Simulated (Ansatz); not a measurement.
Reaction (SMILES): P#N (N-P) + H+ → [NH+]#P
B3LYP-D3(BJ)/def2-TZVP geometries, fixed; electronic energies without zero-point terms; positive where energy is released.

The proton affinity at MP2 with Ansatz (an electronic-structure program), in kcal/mol, split into its Hartree-Fock and correlation parts. Cores are frozen. A restricted Hartree-Fock determinant is unstable towards unrestricted orbitals. The proton sits at the site shown, which need not be the one that binds it best. No added dispersion term, no relativity. Functions are those of the species that has most.

```
basis        X  functions  Hartree-Fock     MP2
-----------  -  ---------  ------------  ------
cc-pV(D+d)Z  2         42        203.50  193.90
cc-pV(T+d)Z  3         83        205.20  193.34
cc-pV(Q+d)Z  4        149        205.04  192.38
cc-pV(5+d)Z  5        246        205.06  191.84
```

Worked estimate of the basis-set limit from each neighbouring pair, with Hartree-Fock from the larger set and the correlation part extrapolated as X^-3.
Correlation parts: X = 2: -9.60, X = 3: -11.86, X = 4: -12.66, X = 5: -13.22.
- (2,3): (27·(-11.86) - 8·(-9.60))/19 = -12.81; with Hartree-Fock 205.20 the estimate is 192.39 kcal/mol.
- (3,4): (64·(-12.66) - 27·(-11.86))/37 = -13.24; with Hartree-Fock 205.04 the estimate is 191.80 kcal/mol.
- (4,5): (125·(-13.22) - 64·(-12.66))/61 = -13.81; with Hartree-Fock 205.06 the estimate is 191.25 kcal/mol.
The last two estimates differ by 0.54 kcal/mol; the largest set lies 0.59 from the last. Over the last step Hartree-Fock moves by 0.02 and the correlation part by -0.56.
